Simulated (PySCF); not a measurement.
# Rotational lines of BiSb

Lines J+1 ← J of the vibrational ground state, computed from RHF-CCSD(T) constants of BiSb, ¹Σ⁺ (singlet), closed shell (Bi cc-pVDZ-PP with ECP60, Sb cc-pVDZ-PP with ECP28; scalar-relativistic core potentials (PySCF 2.14); masses 208.9804 and 120.9038 u), in MHz:

```json
{"J": "2", "ν (MHz)": "5722.3"}
{"J": "3", "ν (MHz)": "7629.7"}
{"J": "4", "ν (MHz)": "9537.1"}
{"J": "5", "ν (MHz)": "11444.5"}
{"J": "6", "ν (MHz)": "13351.9"}
```

Question: Find B0 and the effective bond length r0; with αe = 7.7e-05 cm⁻¹, find Re.

Answer: ν = 2B0(J+1) − 4D(J+1)³ gives B0 = 0.031813 cm⁻¹. With the reduced mass μred = 76.592 u, r0 = √(16.8576/(μred·B0)) (u, cm⁻¹, Å) = 2.6303 Å. Be = B0 + αe/2 = 0.031851 cm⁻¹ gives Re = 2.629 Å.

Correlated steps freeze 8 core orbitals. Correlated levels converge slowly with the basis: in double zeta they bind strong bonds too weakly, by up to about 1 eV, and carry superposition errors of some tenths. These are scalar-relativistic numbers at best; spin–orbit coupling would shift them, the dissociation energy most. Where the molecule has an RHF reference, its open-shell atoms are computed with UHF.
